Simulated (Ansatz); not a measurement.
[Cu(H2O)2]+ (CuO₂H₄⁺). Total charge 1; triplet. Geometry PBE0-D4/def2-TZVP, that of the charge +1 singlet; atoms count from 1.

```csv
atom,x (Å),y (Å),z (Å)
Cu1,0.002,0.000,-0.001
O2,-0.629,-0.081,-1.798
H3,-0.122,0.218,-2.560
H4,-1.560,-0.096,-2.041
O5,0.638,0.083,1.794
H6,1.567,0.009,2.040
H7,0.103,-0.133,2.565
```

At PBE0-D4/def2-TZVP a singlet of charge 1 lies 4.02 eV below the triplet at the same geometry.

(1) Estimate the Mulliken populations from the PBE0/def2-TZVP orbitals of Ansatz.

(2) Where does the spin sit?

Results:

(1) 
| atom | charge (e) | spin (α − β) | d electrons |
| --- | --- | --- | --- |
| Cu1 | 0.33 | 1.89 | 9.21 |
| O2 | -0.44 | -0.01 | – |
| H3 | 0.39 | 0.03 | – |
| H4 | 0.39 | 0.03 | – |
| O5 | -0.44 | -0.01 | – |
| H6 | 0.39 | 0.03 | – |
| H7 | 0.39 | 0.03 | – |
Mulliken values and Mayer orders depend strongly on the basis.

(2) Summed by element: Cu 1.89, O -0.03, H 0.14, of 2 unpaired in all. Largest on single atoms: Cu1 1.89, H4 0.03, H7 0.03.
